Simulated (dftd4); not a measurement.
H3AlO3, charge -1, doublet, at a GFN2-xTB geometry (such geometries of metal compounds can be far from the true shape) (a state made from the parent by changing its charge; the spin is typed, not shown lowest); D4 for tpss in dftd4 4.2.0.

The dftd4 input:
```
$ dftd4 mol.xyz --func tpss --charge -1 --json dftd4.json --noedisp

# file mol.xyz
7

Al     0.00000000     0.00000000    -0.00000000
O     -1.32813620    -1.13102725    -0.12535113
H     -2.05405656    -1.74921362    -0.19386438
O     -0.05426324     1.51302187    -0.87561501
H     -0.08392194     2.33999532    -1.35420053
O      1.38239944    -0.38199462     1.00096613
H      2.13797850    -0.59078169     1.54806491
```

Problem. Predict the main parts of the log of this dftd4 run.

Solution. 
```
                    ____  _____ _____     ____  _  _
      -------------|  _ \|  ___|_   _|---|  _ \| || |------------
     |             | | | | |_    | | ___ | | | | || |_           |
     |             | |_| |  _|   | ||___|| |_| |__   _|          |
     |             |____/|_|     |_|     |____/   |_|            |
     |             ===================================           |
     |            E. Caldeweyher, S. Ehlert & S. Grimme          |
     |          Mulliken Center for Theoretical Chemistry        |
     |                    University of Bonn                     |
      -----------------------------------------------------------

Rational (Becke-Johnson) damping: tpss-D4-ATM
---------------------
  s6         1.0000
  s8         1.7660
  s9         1.0000
  a1         0.4282
  a2         4.5426
 alp        16.0000
--------------------

Dispersion energy:      -5.6757485349572E-03 Eh

[Info] JSON dump of results written to 'dftd4.json'
```
